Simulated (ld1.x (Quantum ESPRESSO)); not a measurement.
Building the RRKJ potential for Hf (PBE, scalar-relativistic).

Input for ld1.x (Quantum ESPRESSO) 7.5:

```
&input
   title='Hf', zed=72., rel=1, dft='PBE', iswitch=3,
   config='[Xe] 4f14 5d2 6s2 6p0',
   nld=3, rlderiv=4.35, eminld=-2.0, emaxld=5.0, deld=0.02
 /
 &inputp
   pseudotype=2, tm=.false., lloc=-1, rcloc=3.50,
   nlcc=.true., new_core_ps=.true., rcore=2.35,
   file_pseudopw='Hf.UPF', file_wfcaegen='ae.wfc', file_wfcncgen='nc.wfc', file_beta='beta', file_chi='chi'
 /
3
6S  1  0   2.00   0.00  2.45  2.45  0.0
6P  2  1   0.00   0.00  4.00  4.00  0.0
5D  3  2   2.00   0.00  2.50  2.50  0.0
 &test
   configts(1)='5d2 6s2 6p0'
 /
```

Command:

```bash
ld1.x < Hf.in > Hf.out
```

Output (shortened: banner, matrices, multipoles, cross overlaps and the repeated all-electron block are left out):

```
[... start of the log left out ...]
     s(4P/4P) =  1.000000  <r> =   0.4976  <r2> =    0.2818  r(max) =   0.4599
     s(3D/3D) =  1.000000  <r> =   0.1890  <r2> =    0.0419  r(max) =   0.1550
     s(5S/5S) =  1.000000  <r> =   1.1348  <r2> =    1.4495  r(max) =   1.0109
     s(5P/5P) =  1.000000  <r> =   1.3423  <r2> =    2.0507  r(max) =   1.1599
     s(4D/4D) =  1.000000  <r> =   0.5352  <r2> =    0.3323  r(max) =   0.4716
     s(4F/4F) =  1.000000  <r> =   0.6773  <r2> =    0.5953  r(max) =   0.4542
     s(5D/5D) =  1.000000  <r> =   2.5139  <r2> =    7.9530  r(max) =   1.6876
     s(6S/6S) =  1.000000  <r> =   3.4500  <r2> =   13.5887  r(max) =   2.8888
     s(6P/6P) =  1.000000  <r> =   5.1293  <r2> =   30.7367  r(max) =   4.0484

     ------------------------ End of All-electron run ------------------------

     --------------------- Generating NC pseudopotential ---------------------

      Generating local potential from pseudized AE potential:
      Matching radius rcloc =   3.5000

      Local pseudo, rcloc= 3.485 Estimated cut-off energy=     2.01 Ry

      Computing core charge for nlcc:

       r > 2.37 : true rho core
      Core charge pseudized with two Bessel functions
      Integrated core pseudo-charge :   6.82
     Message from routine compute phi:
     negative determinant

      ld=   0.310428 f2ae  0.502141 faenor  0.204068
           0        1272        1271   99.318700937059646

 %%%%%%%%%%%%%%%%%%%%%%%%%%%%%%%%%%%%%%%%%%%%%%%%%%%%%%%%%%%%%%%%%%%%%%%%%%%%%%
     Error in routine compute_chi (1):
     n is too large
 %%%%%%%%%%%%%%%%%%%%%%%%%%%%%%%%%%%%%%%%%%%%%%%%%%%%%%%%%%%%%%%%%%%%%%%%%%%%%%

     stopping ...
```

The run stopped because the Bessel-function wave could not be built (negative determinant in compute_phi), and the routine for χ then failed on it.

The run took about 0.14 s on one core of a shared server CPU.
